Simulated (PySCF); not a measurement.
**Mayer bond orders and bond lengths**

Species: C₇H₁₁Cl.
SMILES with atom numbers: `[CH2:1]=[CH:2][CH2:3]/[C:4](=[CH:5]\[Cl:6])[CH2:7][CH3:8]` (hydrogens: H9, H10 on C1; H11 on C2; H12, H13 on C3; H14 on C5; H15, H16 on C7; H17, H18, H19 on C8)

Cartesian coordinates in Å at the PBE0-D3(BJ)/def2-SVP level; atoms count from 1:
```xyz
19
C7H11Cl angstrom
C      2.3240    0.0219    0.9600
C      1.8857    0.4281   -0.2323
C      0.7475   -0.1898   -0.9913
C     -0.4095    0.7708   -1.0971
C     -0.6552    1.5000   -2.1918
Cl     0.2832    1.4269   -3.6457
C     -1.2853    0.9347    0.1160
C     -2.1596   -0.2815    0.4091
H      3.1519    0.5241    1.4672
H      1.8749   -0.8368    1.4701
H      2.3548    1.2946   -0.7141
H      1.0829   -0.4647   -2.0033
H      0.4227   -1.1129   -0.4857
H     -1.4784    2.2152   -2.2525
H     -0.6336    1.1379    0.9842
H     -1.9224    1.8242   -0.0098
H     -1.5590   -1.1894    0.5724
H     -2.7616   -0.1208    1.3161
H     -2.8480   -0.4834   -0.4256
```

Bond orders from the PBE0/pcSseg-1 density (PySCF). The structure is a single PBE0-D3(BJ)/def2-SVP conformer in the gas phase; no vibrational or solvent corrections.

Task: How far do the computed orders between heavy atoms stray from the drawn ones?

Result: The largest departure is 0.175, at C4–C5 (drawn double, 1.825).

Task: Give the Mayer order of every bond, beside its length.

Result: 
| bond | drawn as | length (Å) | Mayer order |
| --- | --- | --- | --- |
| C1–C2 | double | 1.334 | 1.970 |
| C2–C3 | single | 1.501 | 1.015 |
| C3–C4 | single | 1.508 | 1.043 |
| C4–C5 | double | 1.338 | 1.825 |
| C5–Cl6 | single | 1.732 | 1.029 |
| C4–C7 | single | 1.505 | 1.026 |
| C7–C8 | single | 1.526 | 1.038 |
| C1–H9 | single | 1.093 | 0.952 |
| C1–H10 | single | 1.095 | 0.954 |
| C2–H11 | single | 1.097 | 0.956 |
| C3–H12 | single | 1.101 | 0.923 |
| C3–H13 | single | 1.102 | 0.937 |
| C5–H14 | single | 1.092 | 0.935 |
| C7–H15 | single | 1.104 | 0.926 |
| C7–H16 | single | 1.101 | 0.952 |
| C8–H17 | single | 1.101 | 0.962 |
| C8–H18 | single | 1.100 | 0.966 |
| C8–H19 | single | 1.101 | 0.966 |

By pair of heavy elements: C–C: lowest C2–C3 (1.015, 1.501 Å), highest C1–C2 (1.970, 1.334 Å); in 2 of the 15 pairs the longer bond (by over 0.003 Å) has the higher order (by 0.02 or more).

Task: Sum the orders of all bonds at each heavy atom with more than one neighbour and set the sums beside the valence in the SMILES.

Result: C1 3.876 (drawn 4), C2 3.941 (drawn 4), C3 3.918 (drawn 4), C4 3.894 (drawn 4), C5 3.789 (drawn 4), C7 3.942 (drawn 4), C8 3.932 (drawn 4). Orders between atoms that aren't bonded are not in these sums.

The Mayer order sums products of elements of PS (density times overlap matrix) between the two atoms' basis functions, so it depends on the basis set.
